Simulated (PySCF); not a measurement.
F²⁺ (fluorine, charge +2) across methods

[He] 2s1 2p3 3d1, high-spin 6D determinant (an excited configuration). Calculation: PySCF 2.14, in aug-cc-pCVTZ-DK (7s6p4d2f, 59 functions); scalar relativity by spin-free X2C-1e.

| method | E (hartree) | mean ε 2s α (eV) | mean ε 2p α (eV) | mean ε 3d α (eV) | Σ⟨r²⟩ (bohr²) | ⟨S²⟩ |
| --- | --- | --- | --- | --- | --- | --- |
| PBE | -95.6409 | -81.447 | -62.896 | -9.090 | 8.975 | 8.750 |
| TPSS | -95.7342 | -82.309 | -63.166 | -9.060 | 8.971 | 8.750 |
| PBE0 | -95.6553 | -86.289 | -66.420 | -9.884 | 8.954 | 8.750 |
| r2SCAN | -95.7252 | -84.046 | -64.299 | -9.032 | 8.951 | 8.750 |
| M06-2X | -95.6738 | -89.466 | -69.308 | -10.761 | 8.937 | 8.750 |
| B3LYP | -95.6962 | -85.008 | -65.535 | -9.665 | 8.961 | 8.750 |
| LDA | -95.0646 | -80.880 | -62.852 | -8.838 | 8.969 | 8.750 |
| BHandHLYP | -95.6849 | -90.632 | -69.513 | -10.409 | 8.943 | 8.750 |
| UHF | -95.57765 | -100.33 | -76.429 | -11.948 | 8.913 | 8.750 |

The outer electron is Rydberg-like, and this basis confines it to a smaller radius and binds it less than a complete one would.
